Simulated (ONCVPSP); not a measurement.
# Which change was made? (Ag, ONCV)

- Element: Ag (Z = 47)
- Generator: ONCVPSP 4.0.1
- Type: optimised norm-conserving Vanderbilt (ONCV)
- Functional: LDA (Perdew-Wang 92)
- Relativity: scalar-relativistic
- Frozen core: [Ar] 3d10
- Valence charge: 19
- Reference configuration: 4s2 4p6 4d10 5s0.75 5p0.25
- Partial waves: 4s+5s: rc 1.70 bohr, ncon 4, nbas 9, qcut 9 1/bohr, 2 projectors; 4p+5p: rc 2.00 bohr, ncon 3, nbas 6, qcut 6.3 1/bohr, 2 projectors; 4d: rc 1.75 bohr, ncon 4, nbas 8, qcut 7.1 1/bohr, 2 projectors, debl 1.4 Ha
- Local potential: polynomial inside 1.50 bohr (lpopt 5, dvloc0 1 Ha)
- Core correction: Teter function, fcfact 4.75, rcfact 1.2

Cutoffs, loose and tight: the cutoffs (Ha) at which the residual kinetic energy of the hardest occupied pseudo-wave falls to 1 and 0.1 mHa per electron. They do not see the model core or the augmentation charge, which bear on the density cutoff. Test errors are all-electron minus pseudo excitation energies from the reference, over the configurations 4s2 4p6 4d10 5s1 5p0; 4s2 4p6 4d10 5s0 5p0; 4s2 4p6 4d9 5s0 5p0; 4s1 4p6 4d10 5s1 5p0; variants that change the core or the reference have their own tests. The largest error is taken over the tests solved by every variant that gives reliable tests at all, those not shown here included: 4s1 4p6 4d10 5s1 5p0; 4s2 4p6 4d10 5s0 5p0; 4s2 4p6 4d10 5s1 5p0.

The base gives: outcome: generated; cutoff, loose: 23 Ha; cutoff, tight: 40 Ha; bound ghosts: none; GHOST(+) flags above zero: none; largest test error (meV): -427.

Q: After one change the result is: outcome: generated; cutoff, loose: 28 Ha; cutoff, tight: 92 Ha; bound ghosts: none; GHOST(+) flags above zero: s; largest test error (meV): -232. Which change was it?
A. all radii but the core radius scaled by about 1.32 (s 2.24, p 2.64, d 2.30 bohr); local potential polynomial inside 1.98 bohr (lpopt 5, dvloc0 1 Ha)
B. all radii but the core radius scaled by about 0.78 (s 1.32, p 1.56, d 1.36 bohr); local potential polynomial inside 1.18 bohr (lpopt 5, dvloc0 1 Ha)
C. all radii but the core radius scaled by about 0.87 (s 1.48, p 1.74, d 1.52 bohr); local potential polynomial inside 1.30 bohr (lpopt 5, dvloc0 1 Ha)

A: C. The others give: all radii but the core radius scaled by about 0.78 (s 1.32, p 1.56, d 1.36 bohr); local potential polynomial inside 1.18 bohr (lpopt 5, dvloc0 1 Ha) → outcome: generated; cutoff, loose: 47 Ha; cutoff, tight: 121 Ha; bound ghosts: none; GHOST(+) flags above zero: s; largest test error (meV): -125 | all radii but the core radius scaled by about 1.32 (s 2.24, p 2.64, d 2.30 bohr); local potential polynomial inside 1.98 bohr (lpopt 5, dvloc0 1 Ha) → outcome: generated; cutoff, loose: 18 Ha; cutoff, tight: 22 Ha; bound ghosts: none; GHOST(+) flags above zero: none; largest test error (meV): -819.
